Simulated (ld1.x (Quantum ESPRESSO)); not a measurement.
## An all-electron radial function and its pseudo partner (Cu (Z = 29))

Columns: radius, all-electron u(r) and pseudo u(r) of the 3d shell (level -5.06 eV) of copper in the configuration [Ne] 3s2 3p6 3d10 4s1 4p0; PBEsol, scalar-relativistic, TM scheme, ld1.x (Quantum ESPRESSO) 7.5.

```tsv
r (bohr)	all-electron	pseudo
0.060	0.0313	0.0054
0.120	0.1518	0.0410
0.180	0.3246	0.1274
0.240	0.5035	0.2685
0.300	0.6607	0.4501
0.360	0.7848	0.6448
0.420	0.8742	0.8213
0.480	0.9316	0.9548
0.540	0.9620	1.0342
0.600	0.9712	1.0618
0.660	0.9646	1.0494
0.720	0.9467	1.0122
0.780	0.9210	0.9637
0.840	0.8904	0.9135
0.900	0.8567	0.8667
0.960	0.8215	0.8246
1.020	0.7858	0.7863
1.080	0.7503	0.7504
1.140	0.7156	0.7156
1.200	0.6818	0.6818
1.260	0.6493	0.6493
1.320	0.6182	0.6182
1.380	0.5884	0.5884
1.440	0.5602	0.5602
1.500	0.5333	0.5333
1.560	0.5078	0.5078
```

(1) How many radial nodes do the two functions have?

(2) At about which radius was the pseudo-wave matched?

(3) Is the pseudo-wave norm-conserving?

Results:

(1) The all-electron 3d function has n − l − 1 = 0; the pseudo-wave has 0.

(2) 1.15 bohr. The columns agree to 0.0005 from 1.02 bohr on; several derivatives are matched, so the curves merge somewhat inside the radius.

(3) Yes: the TM scheme keeps the norm inside the radius equal to the all-electron one, which fixes the energy derivative of the logarithmic derivative at the level.
